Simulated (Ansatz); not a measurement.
One change: `O=C=NBF` becomes `O=C=N[SiH2]O`.

Ansatz, PBE0-D4/def2-TZVP geometries, multiplicity 1. Each molecule was computed in one conformer, which needn't be the lowest.

```csv
property,`O=C=NBF`
LUMO energy (PBE/def2-TZVPP) / eV,-2.25
HOMO–LUMO gap (PBE0/def2-TZVPP) / eV,7.99
LUMO energy (ωB97M-V/def2-TZVPP) / eV,0.82
HOMO energy (PBE/def2-TZVPP) / eV,-7.82
HOMO–LUMO gap (ωB97M-V/def2-TZVPP) / eV,12.33
HOMO–LUMO gap (PBE/def2-TZVPP) / eV,5.57
```

Problem. What does the change do to each property? (Estimate.)

Solution. Ansatz gave: 
```
                               property  `O=C=N[SiH2]O`  shift
      LUMO energy (PBE/def2-TZVPP) / eV           -1.04   1.21
   HOMO–LUMO gap (PBE0/def2-TZVPP) / eV            8.55   0.56
  LUMO energy (ωB97M-V/def2-TZVPP) / eV            1.58   0.76
      HOMO energy (PBE/def2-TZVPP) / eV           -7.30   0.52
HOMO–LUMO gap (ωB97M-V/def2-TZVPP) / eV           12.48   0.15
    HOMO–LUMO gap (PBE/def2-TZVPP) / eV            6.26   0.69
```

With PBE0 the HOMO rises by 0.58 eV and the LUMO rises by 1.14 eV, so the gap widens by about 0.56 eV. PBE moves the HOMO by 0.52 eV and ωB97M-V by 0.61 eV. The zero-point energy changes by 42.4 kJ/mol with +6 modes.
